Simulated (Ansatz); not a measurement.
Relaxation of C₃H₅B (9 atoms, charge 0, multiplicity 1), to a largest force component of 0.02 eV/Å in at most 50 steps.

The calculation used RKS PBE0-D4/6-31G (Ansatz).

```xyz
9
Properties=species:S:1:pos:R:3
B -0.079 2.056 -1.038
C -0.013 0.728 -0.360
C 0.021 -0.352 0.184
C 0.060 -1.642 0.831
H 0.963 1.194 -0.494
H -0.403 3.002 -0.429
H 1.090 -1.881 1.099
H -0.310 -2.413 0.154
H -0.548 -1.636 1.736
```

Where does it end, and by what steps?

The forces met the threshold. Limits of this set-up: no polarisation functions. After 10 steps the energy has fallen by 5.204 eV; H5 moved furthest, 1.45 Å. Parted: C2–H5. Joined: B1–H5.

```json
{"step": "0", "energy less start (eV)": "0.0000", "largest force component (eV/Å)": "5.447", "accepted": "yes"}
{"step": "1", "energy less start (eV)": "-1.1206", "largest force component (eV/Å)": "3.072", "accepted": "yes"}
{"step": "2", "energy less start (eV)": "-2.2424", "largest force component (eV/Å)": "4.834", "accepted": "yes"}
{"step": "3", "energy less start (eV)": "-3.3343", "largest force component (eV/Å)": "5.697", "accepted": "yes"}
{"step": "4", "energy less start (eV)": "-4.2552", "largest force component (eV/Å)": "4.667", "accepted": "yes"}
{"step": "5", "energy less start (eV)": "-4.8179", "largest force component (eV/Å)": "2.173", "accepted": "yes"}
{"step": "6", "energy less start (eV)": "-5.0477", "largest force component (eV/Å)": "0.830", "accepted": "yes"}
{"step": "7", "energy less start (eV)": "-5.1525", "largest force component (eV/Å)": "0.277", "accepted": "yes"}
{"step": "8", "energy less start (eV)": "-5.2005", "largest force component (eV/Å)": "0.118", "accepted": "yes"}
{"step": "9", "energy less start (eV)": "-5.2042", "largest force component (eV/Å)": "0.094", "accepted": "yes"}
{"step": "10", "energy less start (eV)": "-5.2045", "largest force component (eV/Å)": "0.020", "accepted": "yes"}
```

```xyz
9
Properties=species:S:1:pos:R:3
B 0.242 2.015 -0.737
C 0.143 0.652 -0.137
C 0.063 -0.468 0.356
C -0.034 -1.796 0.931
H 1.236 2.358 -1.309
H -0.670 2.786 -0.654
H 0.947 -2.186 1.225
H -0.457 -2.493 0.198
H -0.689 -1.810 1.810
```

Whether the end is a true minimum wasn't checked by a vibrational analysis.

The run took 21 s on 1 thread of Arm Neoverse V1, on a shared host, peak memory 0.11 GiB.
